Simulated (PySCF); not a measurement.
UHF on Mo²⁺ (molybdenum, charge +2)

Configuration: [Kr] 4d4, high-spin 5D determinant. All numbers are calculated (PySCF 2.14, a scalar-relativistic core potential, in def2-SVP with the def2 core potential (28 electrons) (5s3p2d1f, 31 functions)).

| Quantity | Value |
| --- | --- |
| Total energy | -66.759938 hartree |
| One-electron energy | -107.3723 hartree |
| Hartree (Coulomb) energy | 47.5667 hartree |
| Exchange energy | -6.9544 hartree |
| ⟨S²⟩ | 6.0020 |
| ⟨L²⟩ | 6.021 |
| Sum of ⟨r⟩ | 16.65 bohr |
| Sum of ⟨r²⟩ | 27.06 bohr² |
| Traceless quadrupole moment −½Σ⟨3z² − r²⟩ along its main axis | -0.981 e·bohr² |
| Time after the integrals | 0.08 s of wall time on 1 thread of Neoverse-V2 (shared host) |

```json
{"shell": "4s α", "electrons": "1", "mean orbital energy (hartree)": "-3.74027", "spread (hartree)": "0", "rms radius, mean of both spins (bohr)": "1.19"}
{"shell": "4s β", "electrons": "1", "mean orbital energy (hartree)": "-3.52466", "spread (hartree)": "0", "rms radius, mean of both spins (bohr)": "1.19"}
{"shell": "4p α", "electrons": "3", "mean orbital energy (hartree)": "-2.61506", "spread (hartree)": "0.03531", "rms radius, mean of both spins (bohr)": "1.32"}
{"shell": "4p β", "electrons": "3", "mean orbital energy (hartree)": "-2.33023", "spread (hartree)": "0.05671", "rms radius, mean of both spins (bohr)": "1.32"}
{"shell": "4d α", "electrons": "4", "mean orbital energy (hartree)": "-1.01171", "spread (hartree)": "0.04719", "rms radius, mean of both spins (bohr)": "1.85"}
```

Energies and moments cover only the electrons outside the core potential.
